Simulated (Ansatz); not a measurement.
Cost and result for the atomization energy of BrClGaH2N, SMILES `[NH2][Ga]([Cl])[Br]` (6 atoms, 5 bonds).

Cartesian coordinates in Å:
```
N 0.8291 -0.5324 -0.4523
Ga -0.5377 0.3723 0.2717
Cl -1.8566 1.4774 -0.9779
Br -0.8683 0.3816 2.5152
H 1.4537 -1.1053 0.0873
H 0.9798 -0.5936 -1.4440
```

Total charge 0; spin multiplicity 1. Correlated methods include outer-core shells of Br, Ga, which these sets cover unevenly. Scalar relativity is left out up to krypton. Geometry: relaxed with PBE0-D4/def2-TZVP. It is one conformer, not always the lowest. Program: Ansatz. All runs use 4 threads of a server CPU on a shared host. Times are those of one run each, without the atoms' runs, and a repeat can differ threefold. Electronic energies, without spin–orbit coupling; frozen cores. CCSD(T)/CBS adds CCSD(T) − MP2 in def2-TZVPP to the MP2 limit, and its time is that of the two runs behind it. T1 = 0.010. With those shells the extrapolation isn't a true limit. B3LYP takes the VWN-RPA correlation (the form of Gaussian; ORCA's B3LYP/G).

CCSD(T)/CBS is a level of theory with its own doubt, some kJ/mol a heavy atom from the limit and from the frozen cores, so smaller differences don't rank the functionals.

```csv
level,functions,wall time
LDA (SPW92)/def2-TZVPP,197,0.95 s
BLYP-D4/def2-TZVPP,197,1.5 s
PBE-D4/def2-TZVPP (with forces),197,1.8 s
BHLYP-D4/def2-TZVPP,197,2.4 s
CAM-B3LYP-D4/def2-TZVPP,197,2.7 s
B3LYP-D4/def2-TZVPP (with forces),197,2.9 s
B2PLYP/def2-TZVPP,197,3.1 s
PBE-QIDH/def2-TZVPP,197,3.1 s
CCSD(T)/def2-SVP,106,3.8 s
ωB97M-V/def2-TZVPP (with forces),197,6.5 s
MP2/def2-QZVPP,365,12 s
CCSD(T)/def2-TZVPP,197,49 s
CCSD(T)/CBS(def2),–,61 s
```

(1) What atomization energy does each give, and how far from CCSD(T)/CBS? (Estimate.)

Results:

(1) The calculation gave: 
| level | atomization (kcal/mol) | difference from CCSD(T)/CBS | per bond |
| --- | --- | --- | --- |
| LDA (SPW92)/def2-TZVPP | 494.2 | 62.3 | 12.5 |
| BLYP-D4/def2-TZVPP | 419.7 | -12.2 | -2.4 |
| PBE-D4/def2-TZVPP (with forces) | 434.4 | 2.5 | 0.5 |
| BHLYP-D4/def2-TZVPP | 410.4 | -21.5 | -4.3 |
| CAM-B3LYP-D4/def2-TZVPP | 424.6 | -7.3 | -1.4 |
| B3LYP-D4/def2-TZVPP (with forces) | 421.2 | -10.7 | -2.1 |
| B2PLYP/def2-TZVPP | 420.5 | -11.4 | -2.3 |
| PBE-QIDH/def2-TZVPP | 428.1 | -3.8 | -0.8 |
| CCSD(T)/def2-SVP | 395.5 | -36.4 | -7.3 |
| ωB97M-V/def2-TZVPP (with forces) | 426.8 | -5.1 | -1.0 |
| MP2/def2-QZVPP | 439.6 | 7.7 | 1.5 |
| CCSD(T)/def2-TZVPP | 417.9 | -14.0 | -2.8 |
| CCSD(T)/CBS(def2) | 431.9 | 0.0 | 0.0 |

From r2SCAN to r2SCAN0 (25 % exact exchange), in def2-TZVPP and without D4, the atomization energy moves by −8.4 kcal/mol: exact exchange takes away binding that semilocal exchange gives to molecules. The D4 term adds +6.4 kcal/mol with B3LYP and +3.4 kcal/mol with PBE0; it sums over pairs of atoms, weighted by their polarisabilities, and B3LYP, whose exchange is more repulsive, gets the larger term. At CCSD(T), def2-SVP lies −36.4 kcal/mol from the extrapolated value and def2-TZVPP −14.0 kcal/mol: correlation converges slowly with the basis, and small sets miss more of it in the bonded molecule than in its fragments.
